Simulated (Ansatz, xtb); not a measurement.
## Two structures of BFSi2

Structure a: a triplet given by its coordinates. Structure b: a singlet given by its coordinates. Both are isolated molecules in the gas phase, relaxed with B3LYP-D3(BJ)/def2-SVP.

a (Å):

```yaml
atoms:
  - { symbol: B, position_ang: [-1.0868, 0.5143, -1.4804] }
  - { symbol: F, position_ang: [-2.3598, 0.4006, -1.1779] }
  - { symbol: Si, position_ang: [0.4290, 1.7691, -1.7106] }
  - { symbol: Si, position_ang: [0.5590, -0.4579, -2.0014] }
```

Close contacts (Å): B1–F2 1.31, B1–Si3 1.98, B1–Si4 1.98, Si3–Si4 2.25.

b (Å):

```yaml
atoms:
  - { symbol: B, position_ang: [-1.0617, 1.4326, 0.2231] }
  - { symbol: F, position_ang: [-0.5693, 4.0235, -1.8941] }
  - { symbol: Si, position_ang: [-0.8504, 2.6942, -1.0239] }
  - { symbol: Si, position_ang: [-1.5593, 0.4273, -1.3058] }
```

Close contacts (Å): B1–Si3 1.79, B1–Si4 1.90, F2–Si3 1.61, Si3–Si4 2.39.

Task: Estimate E(b) − E(a) at the level CCSD(T)/def2-TZVPP.

Result: Calculated at CCSD(T)/def2-TZVPP: E(b) − E(a) = +0.520 eV, so structure a lies lower.

The same difference at several levels:

```
                level               geometry  E(b) − E(a) (eV)  departure from the last row (eV)  job, with rough time for the two
B3LYP-D3(BJ)/def2-SVP  B3LYP-D3(BJ)/def2-SVP              +1.001                            +0.481                optimisation, 96 s
        HF/def2-TZVPP  B3LYP-D3(BJ)/def2-SVP              +1.271                            +0.751           part of the CCSD(T) run
       MP2/def2-TZVPP  B3LYP-D3(BJ)/def2-SVP              +0.428                            −0.092           part of the CCSD(T) run
   CCSD(T)/def2-TZVPP  B3LYP-D3(BJ)/def2-SVP              +0.520                                               single point, 1.8 min
```

The levels shown agree on the order. The largest departure from CCSD(T)/def2-TZVPP is that of HF/def2-TZVPP, 0.751 eV. At CCSD(T)/def2-TZVPP a singlet with the links of a lies below this triplet. Levels run at GFN2-xTB geometries aren't shown.

With harmonic frequencies from B3LYP-D3(BJ)/def2-SVP (ideal gas, rigid rotor, one conformer each, 298.15 K, 1 atm): the zero-point term adds −0.016 eV; ΔH is +0.513 and ΔG +0.504 eV.

The T1 diagnostic of structure b is large, so the coupled-cluster value is less sure. Open shells are spin-unrestricted. The correlated steps freeze 12 core orbitals. ΔG holds the spin degeneracy. Programs: Ansatz 0.2.0; the last row on 1 thread of Intel(R) Xeon(R) Platinum 8259CL CPU @ 2.50GHz (Skylake/Cascade Lake) on a shared host.
